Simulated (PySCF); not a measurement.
Isomers of C7H10F2O, from PBE0-D3(BJ)/def2-SVP geometry optimisation, gas phase in PySCF 2.14.0. One conformer each, no zero-point energy, no frequencies.

Task: Which isomer lies lower at this level?
A. `[F:1][CH2:2][C@@H:3]1[CH2:4][C@H:5]2[CH2:6][CH2:7][C@:8]1([F:9])[O:10]2` with F1–C2–C3–C4 -58°: A = 2245, B = 1157, C = 921.6 MHz, dipole 2.60 D
B. `[F:1][CH:2]([F:3])[O:4][CH2:5][CH2:6][CH:7]=[C:8]1[CH2:9][CH2:10]1` with F1–C2–O4–C5 -80°, C2–O4–C5–C6 81°, O4–C5–C6–C7 179°, C5–C6–C7–C8 -118°: A = 4692, B = 423.2, C = 415.8 MHz, dipole 2.95 D

Result: A. That is `FC[C@@H]1C[C@H]2CC[C@]1(F)O2`, 41.7 kcal/mol below the other.

```tsv
SMILES	mapped SMILES	E (Eh)	relative (kcal/mol)	relative (kJ/mol)	dipole (D)
FC[C@@H]1C[C@H]2CC[C@]1(F)O2	[F:1][CH2:2][C@@H:3]1[CH2:4][C@H:5]2[CH2:6][CH2:7][C@:8]1([F:9])[O:10]2	-546.69039	0.0	0.0	2.60
FC(F)OCCC=C1CC1	[F:1][CH:2]([F:3])[O:4][CH2:5][CH2:6][CH:7]=[C:8]1[CH2:9][CH2:10]1	-546.62393	41.7	174.5	2.95
```

As drawn, the higher has a three-membered ring, two fluorines on one carbon and a C=C bond outside aromatic rings, which the lower lacks.
